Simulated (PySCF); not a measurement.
Multinuclear NMR of C5H12OSi

Mapped SMILES: `[CH3:1][CH2:2][SiH2:3][C:4](=[O:5])[CH2:6][CH3:7]`. Each H is labelled by its parent atom.

- shieldings: GIAO PBE0/pcSseg-1
- structure optimised with GFN2-xTB
- program: PySCF
- fast rotation and ring inversion assumed for equivalent nuclei, single conformer, no relativistic terms, isolated molecule

(1) Predict the $^{29}$Si NMR data.

(2) Where does $^{17}$O resonate?

Answers

(1) 
| atoms | environment | σ (ppm) | δ (ppm) |
| --- | --- | --- | --- |
| Si3 | silicon bonded to 2 C, 2 H | 409.2 | -56.4 |

Shieldings were converted by a linear fit to measured shifts: $^{29}$Si: δ = 279.94 − 0.822σ (rms 8.9 ppm, 72 shifts, 25.8 ppm with the 6 outliers that the fit left out vs TMS, solution or neat liquid). Occasional misses reach two or three times the rms, and more in compound classes unlike the fitted ones.

On a 300 MHz spectrometer $^{29}$Si resonates near 59.6 MHz, so 1 ppm is 59.6 Hz.

(2) 
| atoms | environment | σ (ppm) | δ (ppm) |
| --- | --- | --- | --- |
| O5 | carbonyl oxygen | -485.7 | 709.1 |

Shieldings were converted by a linear fit to measured shifts: $^{17}$O (scatter 10.7 ppm rms, 12.2 ppm with the 3 outliers that the fit left out vs liquid water, solution or neat liquid). A few per cent of atoms miss by over 2 rms, more outside the fitted compound classes.

On a 300 MHz spectrometer $^{17}$O resonates near 40.7 MHz, so 1 ppm is 40.7 Hz.
